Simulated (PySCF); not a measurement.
**Correlation energy of As+ (arsenic, charge +1)**

[Ar] 3d10 4s1 4p2 4d1, one real determinant (an excited configuration). Calculation: PySCF 2.14, in aug-cc-pVDZ-PP with ECP10MDF (5s4p3d, 32 functions); a scalar-relativistic core potential. Frozen: 3s2 3p6 3d10; 4 electrons correlated.

| level | correlation energy (mhartree) |
| --- | --- |
| CCSD | -32.39 |
| (T) | -2.82 |
| CCSD(T) | -35.21 |
| CCSDT | -35.76 |

Diagnostics: T1 = 0.022, D1 = 0.0603, largest double amplitude 0.478.

The real determinant used has ⟨L²⟩ near 8 against 12 for a pure F term, so it mixes terms. The outer electron is Rydberg-like, and this basis confines it to a smaller radius and binds it less than a complete one would. A double-excitation amplitude exceeds 0.15, a sign of near-degeneracy.

Cost of the coupled-cluster step: roughly 0.26 core-seconds, for 4 correlated electrons.

The reference is one real determinant that mixes LS terms of this configuration.
